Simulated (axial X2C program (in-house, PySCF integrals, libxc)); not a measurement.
## Potential curves of TiBr, two-component

All values were computed with an axial X2C code built on PySCF integrals. Two-component (2c) means X2C with spin–orbit coupling and atomic mean-field two-electron Coulomb and Gaunt terms. Basis: Br dyall-cv3z [8s9p6d4f1g], Ti dyall-cv3z [10s10p6d4f2g] (cores contracted in-house); Gaussian nuclei, density fitting, unrestricted open shells. Masses: Br 78.918 u, Ti 47.948 u.

State: Ω = 3/2 (⟨Sz⟩ = -1.50, ⟨Lz⟩ = 3.00 at HF). Energies in kJ/mol from the fragments at the same level (Br + Ti). Fits are polynomials in 1 − R0/R over 0.85 to 1.23 times the lowest point R0.

```tsv
R (Å)	CCSD(T)
2.1867	-279.15
2.2588	-304.30
2.3309	-319.42
2.4030	-326.73
2.4871	-327.88
2.5712	-323.08
2.6793	-310.80
```

Correlated methods: 11 electrons correlated (number of frozen shells: Br 3 s, 2 p, 1 d; Ti 3 s, 2 p), 295 virtual spin orbitals or spinors in MP2, 90 natural virtuals in coupled cluster.

The state is a single determinant with fixed occupations, the lowest that a limited PBE0 search found. De is counted from the lowest determinant-based energies of the atoms at the same level, without counterpoise correction. CCSD and (T) use frozen natural virtuals with an MP2 correction for the truncation; (T) itself is uncorrected, so its De runs slightly low. In 2c an atomic determinant is not the ground J level, so De misses part of the atomic spin–orbit lowering. This holds for CCSD(T). Other states lie close and PBE0, whose exact exchange favours high spin, may order them wrongly; the determinant shown need not be the ground state. The nearest other 2c determinant of the search, Ω = 9/2, lies 0.06 eV up at the distance of the search. With several unpaired electrons one determinant need not be a pure state. The outer-core s and p shells of the metal are frozen in the correlated rows, which leaves out core–valence correlation; for alkali and alkaline-earth bonds that tends to lengthen them. With the outer-core shells frozen, correlated bond lengths of heavy atoms tend to come out a few hundredths of an ångström too long. Coupled cluster ran on the points near the minimum only. MP2 and coupled cluster on one determinant become unreliable at the stretched end.

Q: What are Re, ωe and De at the CCSD(T) level?

A: At CCSD(T), 2c: Re = 2.458 Å, ωe ≈ 296 cm⁻¹, De = 3.40 eV to Br + Ti; Be follows as 0.0935 cm⁻¹.
